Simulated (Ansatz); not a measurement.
Frontier orbitals of `CO[CH2][AlH2]`.

Cartesian coordinates in Å:
```
C 0.215 1.751 -0.650
O 0.463 0.683 0.223
C -0.279 -0.472 -0.103
Al 0.103 -1.944 1.151
H -0.844 2.045 -0.631
H 0.825 2.595 -0.327
H 0.480 1.492 -1.685
H -1.364 -0.254 -0.104
H -0.063 -0.798 -1.138
H 1.122 -1.779 2.353
H -0.659 -3.319 0.911
```

Total charge 0; spin multiplicity 1. All single points use the PBE0-D4/def2-TZVP geometry. It is one conformer, not always the lowest. Basis def2-TZVPP, the Gaussian-basis code of Ansatz.

```json
{"functional": "LDA (SPW92)", "HOMO (eV)": "-5.98", "LUMO (eV)": "-2.37", "gap (eV)": "3.61"}
{"functional": "PBE", "HOMO (eV)": "-5.87", "LUMO (eV)": "-2.14", "gap (eV)": "3.73"}
{"functional": "BLYP", "HOMO (eV)": "-5.79", "LUMO (eV)": "-2.05", "gap (eV)": "3.74"}
{"functional": "B97M-V", "HOMO (eV)": "-6.38", "LUMO (eV)": "-2.05", "gap (eV)": "4.33"}
{"functional": "PBE0", "HOMO (eV)": "-7.44", "LUMO (eV)": "-1.35", "gap (eV)": "6.09"}
{"functional": "HSE06 (plane-wave form)", "HOMO (eV)": "-7.03", "LUMO (eV)": "-1.72", "gap (eV)": "5.31"}
{"functional": "ωB97M-V", "HOMO (eV)": "-9.84", "LUMO (eV)": "0.22", "gap (eV)": "10.06"}
```

From PBE to PBE0 the HOMO moves by −1.57 eV and the LUMO by +0.79 eV, and with ωB97M-V by −3.98 and +2.36 eV, so the gap grows from 3.73 to 10.06 eV with exact exchange. A positive LUMO is unbound and depends on the basis.
